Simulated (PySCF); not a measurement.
## Working with the constants of SbF⁻

UHF-SCS-MP2 constants of SbF⁻, ²Π (doublet), unpaired electrons π ↑ (basis Sb def2-SVPD with ECP28, F def2-SVPD; scalar-relativistic core potentials; PySCF 2.14; masses 120.9038 and 18.9984 u):

| Quantity | Value |
| --- | --- |
| ωe | 457.3 cm⁻¹ |
| ωexe | 2.65 cm⁻¹ |
| Be | 0.2361 cm⁻¹ |
| αe | 0.00181 cm⁻¹ |
| D (centrifugal) | 2.52e-07 cm⁻¹ |
| De to Sb + F⁻ | 1.06 eV |

(1) Give the vibrational terms G(v) and spacings up to v = 6.

A state of this spin cannot dissociate to the ground-state fragments, so its own limit lies higher than the one that De refers to.

Correlated steps freeze 5 core orbitals. Correlated levels converge slowly with the basis: in double zeta they bind strong bonds too weakly, by up to about 1 eV, and carry superposition errors of some tenths. These are scalar-relativistic numbers at best; spin–orbit coupling would shift them, the dissociation energy most. For an ion De counts to the pair picked by the measured ionisation energies or electron affinities, which need not be the lowest pair at this level. The state was picked by a PBE0 search and need not be the measured ground state.

Results:

(1) G(v) = ωe(v+½) − ωexe(v+½)².

| v | G(v) (cm⁻¹) | G(v) − G(v−1) | Bv (cm⁻¹) |
| --- | --- | --- | --- |
| 0 | 228.0 |  | 0.2352 |
| 1 | 680.0 | 452.0 | 0.2334 |
| 2 | 1126.7 | 446.7 | 0.2316 |
| 3 | 1568.1 | 441.4 | 0.2298 |
| 4 | 2004.2 | 436.1 | 0.2280 |
| 5 | 2435.0 | 430.8 | 0.2261 |
| 6 | 2860.5 | 425.5 | 0.2243 |
